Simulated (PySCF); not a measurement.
A side-by-side comparison of computed properties.

First species: C6H2N2.
SMILES: `C=C1C(C#N)=C1C#N`

Second species: C5H9NOSi.
SMILES: `O=CN[C@@H]1C=C[SiH2]C1`

Levels: CAM-B3LYP/def2-SVPD for HOMO energy, LUMO energy, HOMO–LUMO gap and static isotropic polarisability; TDDFT CAM-B3LYP/def2-SVPD for lowest singlet excitation; TDA CAM-B3LYP/def2-SVPD for lowest triplet excitation (Tamm–Dancoff). Geometries: GFN2-xTB. Each structure is a single optimised conformer of the isolated species, non-relativistic unless stated. Electronic properties by PySCF.

```tsv
property	column X	column Y
HOMO energy	-8.75 eV	-8.78 eV
LUMO energy	-2.69 eV	0.59 eV
HOMO–LUMO gap	6.06 eV	9.37 eV
lowest singlet excitation	3.24 eV	5.78 eV
lowest triplet excitation (Tamm–Dancoff)	2.07 eV	4.36 eV
static isotropic polarisability	84.7 au	93.6 au
```

Q: Which column belongs to which species?

A: Column X is the first species and column Y the second. The first has 10 atoms and 52 electrons, the second 17 and 68.

Q: How does each property change from the first species to the second?

A: HOMO energy -0.03 eV; LUMO energy +3.28 eV; HOMO–LUMO gap +3.31 eV; lowest singlet excitation +2.54 eV; lowest triplet excitation (Tamm–Dancoff) +2.29 eV; static isotropic polarisability +8.9 au.

On the first: The polarisability is 12.55 Å³ as a volume (1 au = 0.148185 Å³), or 1.63 au for each of the 52 electrons. 1 of the 8 computed singlets lies in the visible range (750 to 380 nm, 1.65 to 3.26 eV), with an oscillator strength of 0.075.

On the second: The polarisability is 13.87 Å³ as a volume (1 au = 0.148185 Å³), or 1.38 au for each of the 68 electrons. In wavenumbers S1 is 46600 cm⁻¹ (1 eV = 8065.54 cm⁻¹).
